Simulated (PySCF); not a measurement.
Technetium: a sound run and one with changed settings

Sound run: Tc [Kr] 4d5 5s2, Tc⁺ [Kr] 4d5 5s1. All numbers are calculated (PySCF 2.14, scalar relativity through the core potential, in def2-TZVP with the def2 core potential (28 electrons)). The sound run starts from symmetry-adapted Hartree-Fock orbitals and uses a fine grid where one is needed.

A second run was set up differently.

```tsv
species	method	sound run (hartree)	changed run (hartree)	converged
Tc	UHF	-80.11272	-79.98694	no
Tc	M06-2X	-80.61100	-80.47700	no
Tc	MN15	-80.53526	-80.45696	no
Tc⁺	UHF	-79.90906	-79.90746	no
Tc⁺	M06-2X	-80.32446	-80.31380	no
Tc⁺	MN15	-80.27296	-80.26546	no
```

(1) What was changed?
A. all electrons correlated in a valence basis
B. basis contracted for another Hamiltonian
C. too few SCF iterations
D. angular grid far too coarse

## Answers

(1) C. It used initial guess 1e, at most 3 SCF cycles. The SCF was stopped early; the energies are upper bounds that still move, and correlated levels were skipped or rest on poor orbitals.
